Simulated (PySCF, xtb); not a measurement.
CH₅N₃OSi, SMILES N[SiH](OC#N)N. One conformer was computed; it need not be the lowest.

Harmonic wavenumbers (cm⁻¹) from GFN2-xTB in xtb at its own minimum, in rising order: 43, 98, 154, 179, 238, 252, 285, 425, 491, 500, 512, 641, 677, 712, 769, 823, 878, 975, 1258, 1510, 1512, 2291, 2468, 3485, 3487, 3533, 3541.

Question: What does PBE0-D3(BJ)/def2-SVP in PySCF give at its own minimum? (An estimate is asked for; the answer gives what the named calculation found.)

Answer: 36, 106, 206, 247, 283, 324, 344, 391, 425, 523, 536, 664, 741, 791, 833, 908, 912, 992, 1234, 1528, 1534, 2278, 2431, 3622, 3636, 3728, 3743. Paired by order, the mean absolute difference is 60 cm⁻¹ and the zero-point energies are 45.4 and 47.2 kcal/mol.
